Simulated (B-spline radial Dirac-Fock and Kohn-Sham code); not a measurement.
## Cd¹⁷⁺: scattering cross sections and density moments

System: the Cd¹⁷⁺ ion in the configuration [Ar] 3d10 4s2 4p1.

Model: configuration-average Dirac-Fock orbitals. Program: an atomic code on a B-spline grid.

* Sum of ⟨r⟩: 9.460 bohr
* Sum of ⟨r²⟩: 4.635 bohr²
* Sum of ⟨1/r⟩: 266.20 per bohr
* Langevin diamagnetic susceptibility: -3.67 × 10⁻⁶ cm³/mol
* Lamb shielding (α²/3)Σ⟨1/r⟩: 4725 ppm

Coherent scattering is the Thomson cross section weighted by f₀², without anomalous dispersion; incoherent scattering is Klein-Nishina weighted by S. The Lamb formula is the non-relativistic shielding expression. Electron correlation is left out.

```
hν (keV)  coherent (b)  incoherent (b)  incoherent per electron (b)
       2         621.5          0.3230                       0.0104
  8.0478         445.0           3.068                       0.0990
      10         386.1           3.946                        0.127
 17.4793         225.9           6.798                        0.219
      20         191.4           7.568                        0.244
      30         110.7           9.849                        0.318
     100         16.27           12.97                        0.418
     500        0.8164           8.791                        0.284
```

Incoherent scattering overtakes coherent scattering between 100 and 500 keV.

Values without a named source are computed, but for edge energies of neutral atoms, which are taken from tables.
